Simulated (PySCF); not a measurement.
A GIAO shielding run with PySCF 2.14 (density fitting, non-relativistic, gas phase) on SMILES C[N+]1(C)[AlH2-][CH2]C[C@@H]1O[SiH3], C5H16AlNOSi:

```
$ OMP_NUM_THREADS=1 python probes_run.py task.json out

{"job": {"kind": "nmr", "xc": "HF", "basis": "pcSseg-1", "pop": false}, "charge": 0, "multiplicity": 1}
C     -1.196899    -1.717263    -0.771458
N     -0.914146    -0.599919     0.138268
C     -1.594774    -0.823615     1.419172
Al    -1.497524     1.266527    -0.620454
C      0.117293     2.069031     0.261416
C      0.790579     0.932716     1.038480
C      0.547245    -0.409640     0.353455
O      1.130761    -0.455608    -0.907665
Si     2.722055    -0.113319    -1.303934
H     -2.281473    -1.770063    -0.936496
H     -0.696812    -1.546881    -1.729334
H     -0.851066    -2.673338    -0.339360
H     -2.661917    -0.993448     1.230968
H     -1.509937     0.058254     2.065125
H     -1.171250    -1.701378     1.939616
H     -1.504372     1.101049    -2.216684
H     -2.935333     1.454787     0.081423
H     -0.099683     2.915396     0.931297
H      0.799162     2.456676    -0.514187
H      1.886620     1.049492     1.146308
H      0.417188     0.876144     2.072990
H      0.918110    -1.258013     0.969994
H      2.887932    -0.598050    -2.698798
H      3.636955    -0.852902    -0.379954
H      3.018933     1.345718    -1.220672
```

Hardware: 1 thread of an Arm Neoverse V2, shared host. The job also computes ring-centre shieldings.

Problem. How large is the calculation?

Solution. 88 electrons, 247 basis functions and 1322 auxiliary functions.

Problem. How long does it take, and how much memory does it need?

Solution. 26 s of wall time, with 10 SCF cycles and 6 response iterations; peak memory 1.2 GiB. Times on a shared host scatter by some tens of per cent.

Problem. And these other runs on the same molecule and hardware: GIAO shielding at PBE0/pcSseg-1?

Solution. PBE0/pcSseg-1: 247 functions, 51 s.
